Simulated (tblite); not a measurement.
Species: C₄H₆GaNO₂.
Cartesian coordinates in Å at the GFN2-xTB level; atoms count from 1:
```xyz
14
C4H6GaNO2 angstrom
N      1.9268    0.0084    0.9290
C      2.3176   -0.5116   -0.1545
Ga     0.6459   -0.6490   -1.3107
O     -0.2396    1.0819   -1.1547
C     -1.0932    1.4220   -0.2861
C     -1.7543    0.5787    0.5953
C     -1.5259   -0.7898    0.5946
O     -0.7259   -1.4181   -0.1564
H      2.6343    0.1620    1.6547
H      3.3658   -0.7940   -0.3307
H      0.3720   -1.1703   -2.7404
H     -1.3444    2.4921   -0.2551
H     -2.4722    0.9928    1.2824
H     -2.1077   -1.4056    1.2955
```

Calculated harmonic vibrations of the isolated species, GFN2-xTB (tblite), most abundant isotopes, no scaling. Errors from tens to a few hundred cm⁻¹ against measured bands are possible. Modes of hydrogen on gallium can be 10 to 20 % off. One conformer, not necessarily the lowest.

Harmonic wavenumbers (cm⁻¹): 53.1, 55.8, 108.1, 137.6, 207.0, 220.4, 234.3, 262.3, 351.6, 364.1, 403.6, 484.0, 493.9, 539.9, 549.6, 762.4, 866.6, 879.1, 949.6, 1048.8, 1058.0, 1140.7, 1147.8, 1314.6, 1334.0, 1345.9, 1390.6, 1476.7, 1619.5, 1635.8, 1717.1, 2791.8, 2856.6, 2861.4, 3122.5, 3209.3.

A = 2243, B = 1305, C = 1250 MHz; mass 168.965 u (most abundant isotopes); point group Cs, symmetry number 1.

Problem. Zero-point energy?

Solution. Half the sum of the wavenumbers: 19497 cm⁻¹ = 233.24 kJ/mol.

Problem. Give the ideal-gas entropy at 200 K and 1 bar in the rigid-rotor, harmonic-oscillator model (classical rotation).

Solution. Translation 164.53, rotation 115.79, vibration 83.09: S = 363.4 J/(mol K).

Problem. And Cp and H(200 K) − H(0)?

Solution. Cp = 121.43 J/(mol K), of which vibrations give 88.17 (their classical limit is 36 R = 299.3); H(200 K) − H(0) = 15.76 kJ/mol without the zero-point energy, 9.11 from vibrations.

Problem. What must be added to the electronic energy to get the Gibbs energy at 200 K and 1 bar?

Solution. ZPE + [H(200 K) − H(0)] − T·S = 233.24 + 15.76 − 72.68 = 176.32 kJ/mol.

Problem. Which modes carry the vibrational entropy at 200 K?

Solution. 53.1 cm⁻¹: 16.37; 55.8 cm⁻¹: 15.96; 108.1 cm⁻¹: 10.61; 137.6 cm⁻¹: 8.73; 207.0 cm⁻¹: 5.73; 220.4 cm⁻¹: 5.30 J/(mol K); the other 30 give 20.39 together.

Problem. Blend soft modes into free rotors: weight 1/[1 + (100 cm⁻¹/ν̃)⁴] for the oscillator and the rest for a rotor with moment μB/(μ + B), μ = h/(8π²ν), B = 10⁻⁴⁴ kg m². What vibrational entropy results?

Solution. 77.01 J/(mol K) in place of 83.09, which changes −T·S at 200 K by +1.22 kJ/mol.

Problem. How do the functions run with temperature in this model?

Solution. 
```
T (K)  S (J/(mol K))  Cp (J/(mol K))  H − H(0) (kJ/mol)  G − H(0) (kJ/mol)  ln q(vib)
  100          294.1            80.9               5.53             -23.88       1.78
  300          418.8           153.0              29.53             -96.11       7.19
  500          509.4           203.1              65.43            -189.27      12.15
  800          616.0           249.7             134.02            -358.78      18.68
 1000          673.9           269.1             186.00            -487.91      22.53
```

q(vib) and H(0) count from the zero-point level.

Hindered rotation and anharmonicity are outside this model. Other conformers, if any are populated, would add a mixing term that is left out.

Time: 1.5 s wall, 1.3 s CPU. Hardware: an Intel Xeon at 2.50 GHz with one thread, shared host. This covers the Hessian and the dipole derivatives.
